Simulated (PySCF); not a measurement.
## Ionisation energy of Tl⁺ by level of theory

Tl⁺ [Xe] 4f14 5d10 6s2 (1S) → Tl²⁺ [Xe] 4f14 5d10 6s1 (2S), as a difference of total energies. Calculation: PySCF 2.14, in def2-SVP with the def2 core potential (60 electrons) (4s4p2d, 26 functions); scalar relativity through the core potential. Correlated levels: valence: 5s2 5p6 5d10 frozen. The calculations carry no spin-orbit coupling.

Problem. Order these methods by the ionisation energy they give, lowest first.
A. BP86
B. CCSD (valence)
C. UHF
D. SCS-MP2 (valence)

Solution. C (18.368 eV), D (18.919 eV), B (19.047 eV), A (20.660 eV).

Errors of the correlated levels include the incompleteness of this basis and the frozen core.

With two correlated electrons CCSD is exact in that space.

For comparison: 20.428 eV (measured; NIST Atomic Spectra Database, ionization energies).
